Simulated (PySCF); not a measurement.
Ge(F)(Br)(Me)2, SMILES [CH3][Ge]([CH3])([F])[Br], PBE0/def2-SVP optimised geometry.

```
11

C     -0.92     1.75     0.00
Ge    -0.29    -0.08     0.00
C     -0.92    -1.28    -1.38
F     -0.77    -0.78     1.53
Br     2.02    -0.08     0.00
H     -0.49     2.28     0.86
H     -0.61     2.26    -0.92
H     -2.02     1.77     0.07
H     -0.52    -2.28    -1.20
H     -0.59    -0.93    -2.37
H     -2.02    -1.32    -1.36
```

Density from PBE0/def2-TZVP (PySCF) at that geometry.

Minimum of the electron density along straight lines between bonded atoms, close to the bond critical point (lines longer than 1.1 times the sum of covalent radii, or with two minima, are not listed):

| bond | length / Å | ρ at the minimum / e bohr⁻³ | ∇²ρ there / e bohr⁻⁵ | position (fraction from the first atom) |
|---|---|---|---|---|
| C1–Ge2 | 1.931 | 0.135 | 0.08 | 0.53 |
| Ge2–C3 | 1.931 | 0.135 | 0.08 | 0.47 |
| Ge2–F4 | 1.745 | 0.139 | 0.78 | 0.48 |
| Ge2–Br5 | 2.311 | 0.093 | 0.06 | 0.43 |
| C1–H6 | 1.099 | 0.270 | -0.90 | 0.65 |
| C1–H7 | 1.099 | 0.269 | -0.89 | 0.64 |
| C1–H8 | 1.100 | 0.268 | -0.89 | 0.64 |
| C3–H9 | 1.099 | 0.270 | -0.90 | 0.65 |
| C3–H10 | 1.099 | 0.269 | -0.89 | 0.64 |
| C3–H11 | 1.100 | 0.268 | -0.89 | 0.64 |
